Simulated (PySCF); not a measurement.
PySCF 2.14 output of an unrestricted r2SCAN calculation on a single atom or ion in aug-cc-pVTZ-PP with ECP28MDF, with scalar relativity through the core potential:

```
SCF conv_tol = 1e-09
number electrons alpha = 11  beta = 10
    J. W. Furness, A. D. Kaplan, J. Ning, J. P. Perdew, and J. Sun.,  J. Phys. Chem. Lett. 11, 8208-8215 (2020)
    J. W. Furness, A. D. Kaplan, J. Ning, J. P. Perdew, and J. Sun.,  J. Phys. Chem. Lett. 11, 9248-9248 (2020)
    J. W. Furness, A. D. Kaplan, J. Ning, J. P. Perdew, and J. Sun.,  J. Phys. Chem. Lett. 11, 8208-8215 (2020)
    J. W. Furness, A. D. Kaplan, J. Ning, J. P. Perdew, and J. Sun.,  J. Phys. Chem. Lett. 11, 9248-9248 (2020)
cycle= 1 E= -190.034209601968  delta_E= -0.00835  |g|= 0.0328  |ddm|= 0.745
cycle= 2 E= -190.034348116259  delta_E= -0.000139  |g|= 0.0262  |ddm|= 0.174
cycle= 3 E= -190.034591763643  delta_E= -0.000244  |g|= 0.00058  |ddm|= 0.0557
cycle= 4 E= -190.03459216552  delta_E= -4.02e-07  |g|= 0.0001  |ddm|= 0.00435
cycle= 5 E= -190.034592184308  delta_E= -1.88e-08  |g|= 1.47e-05  |ddm|= 0.00117
cycle= 6 E= -190.034592184842  delta_E= -5.34e-10  |g|= 1.25e-06  |ddm|= 0.000241
converged SCF energy = -190.034592184842  <S^2> = 0.75010942  2S+1 = 2.0001094
```

The run itself started from symmetry-adapted Hartree-Fock orbitals and held the occupation by maximum overlap, on a logarithmic radial grid, so the iterations belong to that start.

Task: Which element, charge and spin multiplicity is this?

Result: In (indium, neutral), multiplicity 2; the state was [Kr] 4d10 5s2 5d1, 2D determinant (an excited configuration).

Energies and moments cover only the electrons outside the core potential. The outer electron is Rydberg-like, and this basis confines it to a smaller radius and binds it less than a complete one would.
